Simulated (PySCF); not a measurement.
# Si4H13N3

Si4H13N3 is a molecule drawn as a unit of a network glass or zeolite (built as: Si Si Si Si, H ends, N bridges), neutral, singlet. The structure, one conformer, was relaxed in the gas phase by PBE0-D3(BJ)/def2-SVP. No frequency run checks that it is a minimum.

SMILES: [SiH3]N[SiH2]N[SiH2]N[SiH3]

```
atom   x (Å)   y (Å)   z (Å)
 Si1  -0.229   2.451  -0.333
  N2  -0.536   1.407  -1.689
 Si3   0.260  -0.089  -2.091
  N4  -0.456  -1.541  -1.447
 Si5  -0.286  -2.096   0.189
  N6  -0.291  -0.717   1.251
 Si7   0.815  -0.348   2.549
  H8  -1.168   2.236   0.819
  H9  -0.383   3.881  -0.745
 H10   1.162   2.202   0.143
 H11  -1.357   1.632  -2.245
 H12   0.225  -0.236  -3.577
 H13   1.646   0.030  -1.556
 H14  -1.056  -2.079  -2.064
 H15   1.010  -2.780   0.480
 H16  -1.405  -3.061   0.430
 H17  -1.129  -0.139   1.220
 H18   0.465  -1.008   3.848
 H19   0.810   1.127   2.781
 H20   2.180  -0.803   2.153
```

Shieldings: GIAO PBE0/pcSseg-1. Shifts are against computed references at the same level: H TMS (σ 31.27 ppm), Si TMS (σ 352.0 ppm). Core levels by delta-SCF with SCAN, pcX-2 on the ionised atom and pcseg-1 elsewhere, spin-free X2C (2p3/2 is the spin-free 2p value less a third of a first-order spin-orbit splitting); from the vacuum level, for chosen atoms.

**Question.** Give the NMR and core-level values of the distinct atoms.

**Answer.** 
| atoms | bonded to | σ (ppm) | δ (ppm) | core level (eV) |
| --- | --- | --- | --- | --- |
| Si1 | 1 N + 3 H | 400.5 | -48.5 | 2p3/2 106.91 |
| N2 | 2 Si + 1 H | 234.5 | - | 1s 404.04 |
| Si3 | 2 N + 2 H | 388.6 | -36.6 | 2p3/2 106.98 |
| N4 | 2 Si + 1 H | 212.4 | - | - |
| Si5 | 2 N + 2 H | 385.7 | -33.7 | - |
| N6 | 2 Si + 1 H | 242.5 | - | 1s 404.04 |
| Si7 | 1 N + 3 H | 404.8 | -52.8 | 2p3/2 106.92 |
| H8 H9 H10 | 1 Si | 26.59 | 4.68 | - |
| H11 | 1 N | 31.06 | 0.21 | - |
| H12 | 1 Si | 26.52 | 4.75 | - |
| H13 | 1 Si | 26.49 | 4.78 | - |
| H14 | 1 N | 30.16 | 1.11 | - |
| H15 | 1 Si | 26.31 | 4.96 | - |
| H16 | 1 Si | 26.24 | 5.02 | - |
| H17 | 1 N | 31.05 | 0.22 | - |
| H18 H19 H20 | 1 Si | 26.52 | 4.74 | - |

Values are those of this one static structure, with the three H of a rotating XH3 group averaged; atoms that internal rotation interchanges would show their mean in an NMR spectrum.

**Question.** By CAM-B3LYP/def2-SVPD (TDDFT singlets, Tamm-Dancoff triplets, ionisation by delta-SCF), where does absorption start, and what does vertical ionisation take?

**Answer.** The lowest singlet lies at 6.45 eV (f 0.016), the strongest of the first 6 at 7.34 eV (f 0.068), the lowest triplet at 6.12 eV; vertical ionisation takes 9.33 eV.
